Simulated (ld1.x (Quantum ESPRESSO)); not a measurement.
Before and after: ultrasoft potential for O

oxygen (O), ultrasoft, made with ld1.x (Quantum ESPRESSO) 7.5 (PBE, non-relativistic). Core [He], reference 2s2 2p4. Waves: 2s (bound): rcut 0.80, rcutus 0.95 bohr; 2s channel at -1.25 Ry: rcut 0.80, rcutus 0.95 bohr; 2p (bound): rcut 1.20, rcutus 1.35 bohr; 2p channel at -0.1 Ry: rcut 1.20, rcutus 1.35 bohr; 3d channel at 0.45 Ry: rcut 1.00, rcutus 1.25 bohr. Local part: all-electron potential smoothed inside 1.05 bohr (lloc = -2). Core correction: a·sin(br)/r model core inside 0.75 bohr. Augmentation charge: PSQ, inside the norm-conserving radii.

Change: core correction a·sin(br)/r model core inside 0.52 bohr.

Cutoffs: the cutoffs (Ry, on a coarse ladder) from which the occupation-weighted sum of valence levels, in a spherical-Bessel basis at the reference potential, stays within 10 and 1 mRy of its value at 400 Ry; they do not see the model core or the augmentation charge, which bear on the density cutoff. Errors are all-electron minus pseudo energies relative to the spin-unpolarised reference configuration.

Question: How do hardness, ghosts and transferability respond?

Answer: The potential gets neither clearly harder nor softer (40 Ry and 70 Ry → 40 Ry and 70 Ry); of the 7 tests that both files solve, the error grows in 5 and shrinks in 0 by more than 15 % and 0.3 meV (median size 2.2 → 7.1 meV); neither file shows a bound ghost. A model core, the more so a compact one, raises the density cutoff, which this test does not measure.

| quantity | base | changed |
| --- | --- | --- |
| cutoff, loose | 40 Ry | 40 Ry |
| cutoff, tight | 70 Ry | 70 Ry |
| bound ghosts | none | none |
| error for 2s2 2p3, meV [ΔE 16.44 eV] | -0.2 | -1.2 |
| error for 2s2 2p2, meV [ΔE 50.03 eV] | +80 | +83 |
| error for 2s2 2p1, meV [ΔE 103.90 eV] | +409 | +450 |
| error for 2s2 2p3.5, meV [ΔE 6.29 eV] | -1.2 | -1.5 |
| error for 2s1 2p5, meV [ΔE 14.90 eV] | -0.7 | -2.7 |
| error for 2s0 2p6, meV [ΔE 29.83 eV] | -2.2 | -11 |
| error for 2s1 2p4, meV [ΔE 31.61 eV] | +4.5 | +7.1 |
| s: phases at 1.50 bohr within 0.05 rad from the reference energy up to (Ry; the scan ends near 5) | to the end of the scan | to the end of the scan |
| p: phases at 1.50 bohr within 0.05 rad from the reference energy up to (Ry; the scan ends near 5) | to the end of the scan | to the end of the scan |
| d: phases at 1.50 bohr within 0.05 rad from the reference energy up to (Ry; the scan ends near 5) | to the end of the scan | to the end of the scan |
| lowest overlap eigenvalue by channel | s 0.57, p 0.95, d 0.88 | s 0.57, p 0.95, d 0.88 |
